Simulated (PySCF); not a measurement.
Job for PySCF: R-M06-2X/def2-TZVPP on AlFH4N2 (SMILES [NH2][Al]([NH2])[F]), a point of a torsion scan.

```python
from pyscf import gto, dft

mol = gto.M(
    atom='''
    N     1.43900809   -0.54694686    0.20397322
    Al    0.35076340    0.80538886    0.57976319
    N     0.44436330    2.42396462   -0.13908351
    F    -0.88976923    0.52006802    1.63354338
    H     1.64765018   -1.29896816    0.84606831
    H     2.16963323   -0.49502434   -0.48983697
    H    -0.22265358    3.16128752    0.03947696
    H     1.13313808    2.74321259   -0.80182480
    ''',
    basis='def2-tzvpp',
    charge=0, spin=0, verbose=4, max_memory=1800)
mf = dft.RKS(mol, xc='m062x').density_fit(auxbasis='def2-universal-jkfit')
mf.grids.level = 4
mf.conv_tol = 1e-9
mf.max_cycle = 150
mf.kernel()
mf.dip_moment()
```

Program output:

```
PySCF version 2.14.0

[INPUT] verbose = 4
[INPUT] num. atoms = 8
[INPUT] num. electrons = 40
[INPUT] charge = 0
[INPUT] spin (= nelec alpha-beta = 2S) = 0
[INPUT] symmetry False subgroup None
[INPUT] Mole.unit = angstrom
[INPUT] Symbol           X                Y                Z      unit          X                Y                Z       unit  Magmom
[INPUT]  1 N      1.439008090000  -0.546946860000   0.203973220000 AA    2.719331181133  -1.033579770091   0.385453522546 Bohr   0.0
[INPUT]  2 Al     0.350763400000   0.805388860000   0.579763190000 AA    0.662846760521   1.521964369176   1.095593646204 Bohr   0.0
[INPUT]  3 N      0.444363300000   2.423964620000  -0.139083510000 AA    0.839724936808   4.580629267435  -0.262829742343 Bohr   0.0
[INPUT]  4 F     -0.889769230000   0.520068020000   1.633543380000 AA   -1.681420158765   0.982786123945   3.086949600796 Bohr   0.0
[INPUT]  5 H      1.647650180000  -1.298968160000   0.846068310000 AA    3.113607589290  -2.454694066930   1.598837388574 Bohr   0.0
[INPUT]  6 H      2.169633230000  -0.495024340000  -0.489836970000 AA    4.100012595455  -0.935460427594  -0.925657718987 Bohr   0.0
[INPUT]  7 H     -0.222653580000   3.161287520000   0.039476960000 AA   -0.420754286854   5.973967613805   0.074600642630 Bohr   0.0
[INPUT]  8 H      1.133138080000   2.743212590000  -0.801824800000 AA    2.141320632515   5.183920496559  -1.515229271884 Bohr   0.0

nuclear repulsion = 159.052887731656
number of shells = 71
number of NR pGTOs = 265
number of NR cGTOs = 191
basis = def2-tzvpp
ecp = {}


******** <class 'pyscf.df.df_jk.DFRKS'> ********
method = DFRKS
initial guess = minao
damping factor = 0
level_shift factor = 0
DIIS = <class 'pyscf.scf.diis.CDIIS'>
diis_start_cycle = 1
diis_space = 8
diis_damp = 0
SCF conv_tol = 1e-09
SCF conv_tol_grad = None
SCF max_cycles = 150
direct_scf = False
XC library pyscf.dft.libxc version 7.1.2
    S. Lehtola, C. Steigemann, M. J. T. Oliveira, and M. A. L. Marques,  SoftwareX 7, 1–5 (2018)
XC functionals = m062x
    Y. Zhao and D. G. Truhlar,  Theor. Chem. Acc. 120, 215 (2008)
    Y. Zhao and D. G. Truhlar,  Theor. Chem. Acc. 120, 215 (2008)
radial grids:
    Treutler-Ahlrichs [JCP 102, 346 (1995); DOI:10.1063/1.469408] (M4) radial grids

becke partition: Becke, JCP 88, 2547 (1988); DOI:10.1063/1.454033
pruning grids: <function nwchem_prune>
grids dens level: 4
symmetrized grids: False
atomic radii adjust function: <function treutler_atomic_radii_adjust>
small_rho_cutoff = 0
Set gradient conv threshold to 3.16228e-05
Initial guess from minao.
tot grids = 176112
******** <class 'pyscf.df.df.DF'> ********
auxbasis = def2-universal-jkfit
init E= -454.356269630093
  HOMO = -0.321054755449945  LUMO = -0.0663574919792822  gap/eV = 6.93067
cycle= 1 E= -454.259515353708  delta_E= 0.0968  |g|= 0.693  |ddm|= 2.16
  HOMO = -0.254548413137797  LUMO = 0.0316205515049475  gap/eV = 7.78705
cycle= 2 E= -454.240703697741  delta_E= 0.0188  |g|= 0.843  |ddm|= 0.709
  HOMO = -0.31765575033896  LUMO = 0.0161829635038658  gap/eV = 9.08421
cycle= 3 E= -454.352850473166  delta_E= -0.112  |g|= 0.0346  |ddm|= 0.355
  HOMO = -0.323040300780374  LUMO = 0.0130702510477012  gap/eV = 9.14603
cycle= 4 E= -454.353068418063  delta_E= -0.000218  |g|= 0.0239  |ddm|= 0.0328
  HOMO = -0.319692955910546  LUMO = 0.0138962295825682  gap/eV = 9.07742
cycle= 5 E= -454.353167992678  delta_E= -9.96e-05  |g|= 0.0069  |ddm|= 0.0147
  HOMO = -0.320161551778979  LUMO = 0.0139873709601691  gap/eV = 9.09266
cycle= 6 E= -454.35317823638  delta_E= -1.02e-05  |g|= 0.00103  |ddm|= 0.005
  HOMO = -0.320124818583806  LUMO = 0.0138831429381099  gap/eV = 9.08882
cycle= 7 E= -454.353178782041  delta_E= -5.46e-07  |g|= 0.000302  |ddm|= 0.00137
  HOMO = -0.320103004788361  LUMO = 0.0139028810013587  gap/eV = 9.08876
cycle= 8 E= -454.353178810539  delta_E= -2.85e-08  |g|= 5.83e-05  |ddm|= 0.000328
  HOMO = -0.320104643842343  LUMO = 0.0139009734353123  gap/eV = 9.08876
cycle= 9 E= -454.353178811735  delta_E= -1.2e-09  |g|= 1.24e-05  |ddm|= 6.92e-05
  HOMO = -0.320104924131939  LUMO = 0.0139007444268742  gap/eV = 9.08876
cycle= 10 E= -454.353178811764  delta_E= -2.82e-11  |g|= 8.22e-06  |ddm|= 1.34e-05
  HOMO = -0.320104918342497  LUMO = 0.0139007996209998  gap/eV = 9.08876
Extra cycle  E= -454.353178811758  delta_E= 5.34e-12  |g|= 1.01e-05  |ddm|= 8.99e-06
converged SCF energy = -454.353178811758
Dipole moment(X, Y, Z, Debye):  2.08164,  0.67631, -1.28256
```

Self-consistency was reached.

Cost: very roughly 29 core-seconds.
